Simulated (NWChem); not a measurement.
Everything below was run with NWChem. System: H₄BClS, charge 1, spin multiplicity 2, at the geometry of a parent with another charge or spin, in a state set for the comparison that need not be this species' ground state. Its SCF solution wasn't tested for a lower state. Level: UMP2/6-311++G** (spherical d), 11 core orbitals frozen.

Part of the output:

```
             Northwest Computational Chemistry Package (NWChem) 7.3.0
             --------------------------------------------------------

                                NWChem Input Module
                                -------------------

 Scaling coordinates for geometry "geometry" by  1.889725989
 (inverse scale =  0.529177249)

 Turning off AUTOSYM since
 SYMMETRY directive was detected!

                             Geometry "geometry" -> ""
                             -------------------------

 Output coordinates in angstroms (scale by  1.889725989 to convert to a.u.)

  No.       Tag          Charge          X              Y              Z
 ---- ---------------- ---------- -------------- -------------- --------------
    1 B                    5.0000    -0.95233700    -0.15923700     0.00000000
    2 H                    1.0000    -1.57745300     0.00591100    -1.03681000
    3 H                    1.0000    -1.57745300     0.00591100     1.03681000
    4 Cl                  17.0000     0.20291200    -1.57899200     0.00000000
    5 S                   16.0000     0.14690800     1.56590800     0.00000000
    6 H                    1.0000     1.05828000     1.28634200     0.98055700
    7 H                    1.0000     1.05828000     1.28634200    -0.98055700

 Effective nuclear repulsion energy (a.u.)     130.2040594025

            Nuclear Dipole moment (a.u.)
            ----------------------------
        X                 Y               Z
 ---------------- ---------------- ----------------
     0.0000018897    -0.0000283459     0.0000000000

      Symmetry information
      --------------------

 Group name             Cs
 Group number              2
 Group order               2
 No. of unique centers     5

      Symmetry unique atoms

     1    2    4    5    6


 Summary of "ao basis" -> "" (spherical)
 ------------------------------------------------------------------------------
       Tag                 Description            Shells   Functions and Types
 ---------------- ------------------------------  ------  ---------------------
 *                         6-311++g**                 on all atoms

 Summary of "ao basis" -> "ao basis" (spherical)
 ------------------------------------------------------------------------------
       Tag                 Description            Shells   Functions and Types
 ---------------- ------------------------------  ------  ---------------------
 B                         6-311++g**               10       22   5s4p1d
 H                         6-311++g**                5        7   4s1p
 Cl                        6-311++g**               14       30   7s6p1d
 S                         6-311++g**               14       30   7s6p1d

                                 NWChem SCF Module
                                 -----------------

  ao basis        = "ao basis"
  functions       =   110
  atoms           =     7
  alpha electrons =    21
  beta  electrons =    20
  charge          =   1.00
  wavefunction    = UHF
  use symmetry    = T
  symmetry adapt  = T

 Summary of "ao basis" -> "ao basis" (spherical)
 ------------------------------------------------------------------------------
       Tag                 Description            Shells   Functions and Types
 ---------------- ------------------------------  ------  ---------------------
 B                         6-311++g**               10       22   5s4p1d
 H                         6-311++g**                5        7   4s1p
 Cl                        6-311++g**               14       30   7s6p1d
 S                         6-311++g**               14       30   7s6p1d

      Symmetry analysis of basis
      --------------------------

        a'         74
        a"         36

 Forming initial guess at       0.1s

   Symmetry analysis of molecular orbitals - initial alpha
   -------------------------------------------------------

  Numbering of irreducible representations:

     1 a'          2 a"

  Orbital symmetries:

     1 a'          2 a'          3 a'          4 a'          5 a"
     6 a'          7 a'          8 a'          9 a"         10 a'
    11 a'         12 a'         13 a'         14 a'         15 a"
[...]
    3 H    1     0.78   0.24  0.53  0.07 -0.07  0.02
    4 Cl  17    16.34   0.78  1.19  0.91  1.07  1.04  1.02  7.40 -1.49  1.00  2.84  0.88 -0.18 -0.13  0.02
    5 S   16    15.62   0.77  1.19  0.95  1.04  1.08  0.81  1.84  4.06  0.97  2.54  0.47 -0.10 -0.08  0.07
    6 H    1     0.86   0.22  0.55  0.05  0.00  0.03
    7 H    1     0.86   0.22  0.55  0.05  0.00  0.03

  Mulliken analysis of the alpha density
  --------------------------------------

    Atom       Charge   Shell Charges
 -----------   ------   -------------------------------------------------------
    1 B    5     2.81   0.57  0.43  0.20  0.30  0.57  0.24  0.25  0.18  0.01  0.06
    2 H    1     0.44   0.13  0.29  0.04 -0.03  0.01
    3 H    1     0.44   0.13  0.29  0.04 -0.03  0.01
    4 Cl  17     8.65   0.39  0.59  0.46  0.54  0.53  0.52  3.72 -0.76  0.59  1.72  0.52 -0.08 -0.08  0.01
    5 S   16     7.81   0.39  0.60  0.47  0.52  0.54  0.40  0.92  2.03  0.49  1.27  0.24 -0.05 -0.04  0.04
    6 H    1     0.43   0.11  0.28  0.02  0.00  0.02
    7 H    1     0.43   0.11  0.28  0.02  0.00  0.02

   Mulliken analysis of the beta density
   -------------------------------------

    Atom       Charge   Shell Charges
 -----------   ------   -------------------------------------------------------
    1 B    5     2.95   0.57  0.43  0.20  0.31  0.61  0.28  0.33  0.17  0.01  0.05
    2 H    1     0.35   0.11  0.24  0.02 -0.03  0.01
    3 H    1     0.35   0.11  0.24  0.02 -0.03  0.01
    4 Cl  17     7.69   0.39  0.59  0.45  0.54  0.51  0.50  3.68 -0.73  0.41  1.12  0.36 -0.10 -0.05  0.01
    5 S   16     7.81   0.39  0.60  0.47  0.52  0.54  0.40  0.92  2.03  0.49  1.27  0.23 -0.05 -0.04  0.04
    6 H    1     0.43   0.11  0.28  0.02  0.00  0.02
    7 H    1     0.43   0.11  0.28  0.02  0.00  0.02

   Mulliken analysis of the spin density
   -------------------------------------

    Atom       Charge   Shell Charges
 -----------   ------   -------------------------------------------------------
    1 B    5    -0.14  -0.00  0.00 -0.00 -0.01 -0.04 -0.04 -0.07  0.01  0.00  0.01
    2 H    1     0.09   0.02  0.05  0.02 -0.00  0.00
    3 H    1     0.09   0.02  0.05  0.02 -0.00  0.00
    4 Cl  17     0.96   0.00 -0.00  0.00 -0.00  0.01  0.02  0.04 -0.03  0.18  0.60  0.15  0.01 -0.03 -0.00
    5 S   16    -0.00  -0.00  0.00 -0.00  0.00 -0.00  0.00 -0.00  0.00 -0.00  0.00  0.01 -0.00 -0.01 -0.00
    6 H    1    -0.00  -0.00 -0.00  0.00 -0.00 -0.00
    7 H    1    -0.00  -0.00 -0.00  0.00 -0.00 -0.00

       Multipole analysis of the density wrt the origin
       ------------------------------------------------

     L   x y z        total         alpha         beta         nuclear
     -   - - -        -----         -----         ----         -------
     0   0 0 0      1.000000    -21.000000    -20.000000     42.000000

     1   1 0 0      0.722263      0.345929      0.376332      0.000002
     1   0 1 0     -0.054820      1.306951     -1.361742     -0.000028
     1   0 0 1     -0.000000     -0.000000     -0.000000      0.000000

     2   2 0 0    -21.223256    -34.363690    -32.557102     45.697535
     2   1 1 0      1.035172     -1.866719     -3.155274      6.057165
     2   1 0 1     -0.000000      0.000000     -0.000000      0.000000
     2   0 2 0    -16.376813   -164.391227   -155.718736    303.733150
     2   0 1 1     -0.000000     -0.000000     -0.000000      0.000000
     2   0 0 2    -20.388463    -18.684028    -16.249145     14.544709

                   NWChem MP2 Semi-direct Energy/Gradient Module
                   ---------------------------------------------

  Basis functions       =    110
  Molecular orbitals    =    110
  Frozen core           =     11
  Frozen virtuals       =      0
  Active alpha occupied =     10
  Active beta occupied  =      9
  Active alpha virtual  =     89
  Active beta virtual   =     90
  Use MO symmetry       = T
  Use skeleton AO sym   = T

  AO/Fock/Back tols     =   1.0D-09  1.0D-09  1.0D-09

 GA uses MA = F    GA memory limited = T

 Available:
  local mem=  1.26D+08
 global mem=  1.44D+08
 local disk=  0.00D+00
  mp2_memr nvloc                    89
  nvloc new                    89
   1 passes of  10:        3145728                      47379                  17849956.
   1 passes of  10: M    126151294           G      144155000           F     123005566.

 Semi-direct pass number   1 of   1  for UHF alpha       at        5.1s
  vrange nnbf                  5892
  mp2_eaftype                    68  avail_ma_in_mb                  1099
 EAF : mp2_eaftype filesize          68    8924978.
  mp2_eaf for mointskh                     68
Node 0 wrote     42.0 Mb in      0.0 s     Agg I/O rate:  2703.1 Mb/s
 Done moints_semi at        9.2s
  mp2_eaftype                    68  avail_ma_in_mb                  1031
 EAF : mp2_eaftype filesize          68    8924978.
  mp2_eaf for kh                    68
 Done maket at        9.4s
 Done multipass loop at        9.4s

 GA uses MA = F    GA memory limited = T

 Available:
  local mem=  1.26D+08
 global mem=  1.44D+08
 local disk=  0.00D+00
  mp2_memr nvloc                    90
  nvloc new                    90
   1 passes of   9:        3145728                      45339                  16247332.
   1 passes of   9: M    126151294           G      144155000           F     123005566.

 Semi-direct pass number   1 of   1  for UHF beta        at        9.4s
  vrange nnbf                  5892
  mp2_eaftype                    61  avail_ma_in_mb                  1099
 EAF : mp2_eaftype filesize          61    8123666.
  mp2_eaf for mointskh                     61
Node 0 wrote     38.2 Mb in      0.0 s     Agg I/O rate:  2641.4 Mb/s
 Done moints_semi at       13.5s
  mp2_eaftype                    61  avail_ma_in_mb                  1038
 EAF : mp2_eaftype filesize          61    8123666.
  mp2_eaf for kh                    61
 Done maket at       13.7s
 Done multipass loop at       13.7s

          -------------------------------------------
          SCF energy                -883.727343816994
          Correlation energy          -0.372390697879
          Singlet pairs                0.000000000000
          Triplet pairs                0.000000000000
          Total MP2 energy          -884.099734514873
          -------------------------------------------

          ---------------------------------------------------
                    Spin Component Scaled (SCS) MP2
          Same spin pairs                     -0.082998675258
          Same spin scaling factor             0.333333333333
          Opposite spin pairs                 -0.289392022622
          Opposite spin scaling fact.          1.200000000000
          SCS-MP2 correlation energy          -0.374936652232
          Total SCS-MP2 energy              -884.102280469226
          ---------------------------------------------------

 -----------------------
 Performance information
 -----------------------

 Timer overhead =  1.25D-07 seconds/call

               Nr. of calls         CPU time (s)                 Wall time (s)                GFlops
             ---------------    -------------------     ------------------------------   -------------------
Name         Min   Avg   Max    Min     Avg     Max     Min     Avg     Max   Mx/calls   Min     Max     Sum
mp2: moin     2     2     2    8.1     8.1     8.1      8.1     8.1     8.1     4.1      0.0     0.0     0.0
mp2: make     2     2     2   0.42    0.42    0.42     0.42    0.42    0.42    0.21      0.0     0.0     0.0
mp2: tota     1     1     1    8.6     8.6     8.6      8.6     8.6     8.6     8.6      0.0     0.0     0.0

 The average no. of pstat calls per process was 5.00D+00
 with a timing overhead of 6.26D-07s

 Task  times  cpu:       13.6s     wall:       13.6s

 Total times  cpu:       13.7s     wall:       13.7s
```

**Question.** Write an NWChem input that would produce this output.

**Answer.** This is not unique; one that fits is 
```
start mol
memory heap 200 mb stack 900 mb global 1100 mb
charge 1
geometry units angstroms nocenter noautoz
  B     -0.952337    -0.159237     0.000000
  H     -1.577453     0.005911    -1.036810
  H     -1.577453     0.005911     1.036810
  Cl     0.202912    -1.578992     0.000000
  S      0.146908     1.565908     0.000000
  H      1.058280     1.286342     0.980557
  H      1.058280     1.286342    -0.980557
  symmetry group Cs
end
basis spherical
  * library 6-311++g**
end
scf
  uhf
  nopen 1
  maxiter 100
  thresh 1e-7
  semidirect memsize 60000000 filesize 0
  # guess.movecs holds the orbitals of an unrestricted PBE0 run
  vectors input guess.movecs output mol.movecs
end
mp2
  freeze core 11
end
task mp2 energy
```
